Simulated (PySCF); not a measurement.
C₃H₇BF₂O, SMILES CC[C@@H](F)B(O)F. Coordinates come from a B3LYP-D3(BJ)/def2-SVP optimisation. The structure was generated by enumeration; whether it is a known compound was not checked. The values are those of a single conformer.

Computed equilibrium geometry at B3LYP-D3(BJ)/def2-SVP (PySCF confirms it by a frequency run) as Cartesian coordinates in Å (one conformer of several):
```xyz
14

C     -1.9708     0.8717     0.1008
C     -1.0418     0.3475     1.1948
C      0.0588    -0.5688     0.6584
F     -0.5319    -1.7108     0.1135
B      1.0096     0.1182    -0.4196
O      1.5391     1.3515    -0.2605
F      1.3354    -0.5320    -1.5285
H     -2.4068     0.0310    -0.4589
H     -2.7939     1.4691     0.5209
H     -1.4257     1.5080    -0.6168
H     -0.5693     1.1859     1.7406
H     -1.6207    -0.2107     1.9495
H      0.6854    -0.9041     1.5104
H      1.2618     1.8010     0.5463
```
